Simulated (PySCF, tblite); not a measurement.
Isomers of C7H11O2P, one GFN2-xTB conformer each. Single-point energies are computed at PBE0/pcSseg-1 (PySCF, gas phase, no added dispersion term), electronic only.

```csv
SMILES,GFN2-xTB relative energy (kJ/mol)
C#CCP1(=O)CCOCC1,141.6
C=CP1(=O)CCC(=O)CC1,63.2
C#C[P@@](=O)(O)C1CCCC1,41.9
CC[P@@](C)(=O)c1ccco1,0.0
```

Conformers: `[CH:1]#[C:2][CH2:3][P:4]1(=[O:5])[CH2:6][CH2:7][O:8][CH2:9][CH2:10]1` with C2–C3–P4–O5 180°, C3–P4–C6–C7 -165°, P4–C6–C7–O8 63°, C6–C7–O8–C9 -70°, C7–O8–C9–C10 70°; `[CH2:1]=[CH:2][P:3]1(=[O:4])[CH2:5][CH2:6][C:7](=[O:8])[CH2:9][CH2:10]1` with C1–C2–P3–O4 0°, C2–P3–C5–C6 -170°, P3–C5–C6–C7 63°, C5–C6–C7–O8 113°, C6–C7–C9–C10 66°; `[CH:1]#[C:2][P@@:3](=[O:4])([OH:5])[CH:6]1[CH2:7][CH2:8][CH2:9][CH2:10]1` with C2–P3–O5–H -113°, C2–P3–C6–C7 -57°, P3–C6–C7–C8 131°, C6–C7–C8–C9 -33°, C7–C8–C9–C10 42°, C8–C9–C10–C6 -34°; `[CH3:1][CH2:2][P@@:3]([CH3:4])(=[O:5])[c:6]1[cH:7][cH:8][cH:9][o:10]1` with C1–C2–P3–C4 -72°, C2–P3–C6–C7 -124°.

What does PBE0/pcSseg-1 give for the same structures?

```csv
SMILES,PBE0/pcSseg-1 E (Eh),PBE0/pcSseg-1 (kJ/mol),GFN2-xTB (kJ/mol),point group
CC[P@@](C)(=O)c1ccco1,-764.49735,0.0,0.0,C1
C=CP1(=O)CCC(=O)CC1,-764.49476,6.8,63.2,Cs
C#C[P@@](=O)(O)C1CCCC1,-764.46841,76.0,41.9,C1
C#CCP1(=O)CCOCC1,-764.43580,161.6,141.6,Cs
```

Both levels put the same isomer lowest; measured from each level's own lowest isomer, the values differ by up to 56.4 kJ/mol (C=CP1(=O)CCC(=O)CC1: 63.2 against 6.8). As drawn, the lowest has an aromatic ring, which the highest lacks; the highest has a C≡C bond, which the lowest lacks. Neighbours under 10 kJ/mol apart (CC[P@@](C)(=O)c1ccco1 and C=CP1(=O)CCC(=O)CC1) can change places with a better method, another conformer or zero-point energy.

Which frontier levels, dipoles and rotational constants go with these structures?

```
                SMILES  HOMO (eV, PBE0/pcSseg-1)  LUMO (eV)  dipole (D)       A, B, C (MHz)
 CC[P@@](C)(=O)c1ccco1                     -6.97      -0.39        3.63  2249, 743.2, 702.4
   C=CP1(=O)CCC(=O)CC1                     -7.29      -0.82        3.12  2580, 749.1, 714.1
C#C[P@@](=O)(O)C1CCCC1                     -8.03      -0.36        2.99  1701, 940.4, 845.4
      C#CCP1(=O)CCOCC1                     -7.47       0.61        2.63  1706, 921.1, 804.8
```

What happens when harmonic zero-point energies from GFN2-xTB frequencies are added?

```json
{"SMILES": "CC[P@@](C)(=O)c1ccco1", "ZPE (kJ/mol)": "433.3", "electronic (kJ/mol)": "0.0", "with ZPE (kJ/mol)": "0.0"}
{"SMILES": "C=CP1(=O)CCC(=O)CC1", "ZPE (kJ/mol)": "435.5", "electronic (kJ/mol)": "6.8", "with ZPE (kJ/mol)": "9.1"}
{"SMILES": "C#C[P@@](=O)(O)C1CCCC1", "ZPE (kJ/mol)": "437.1", "electronic (kJ/mol)": "76.0", "with ZPE (kJ/mol)": "79.9"}
{"SMILES": "C#CCP1(=O)CCOCC1", "ZPE (kJ/mol)": "432.2", "electronic (kJ/mol)": "161.6", "with ZPE (kJ/mol)": "160.6"}
```

The zero-point energies span 4.9 kJ/mol. The order is unchanged.

As an exercise, what shares would exp(−E/RT) give at 1000 K from these electronic energies alone (no entropy, no degeneracies)?

RT = 8.314 kJ/mol: CC[P@@](C)(=O)c1ccco1 69.4 %, C=CP1(=O)CCC(=O)CC1 30.6 %, C#C[P@@](=O)(O)C1CCCC1 under 0.1 %, C#CCP1(=O)CCOCC1 under 0.1 %.
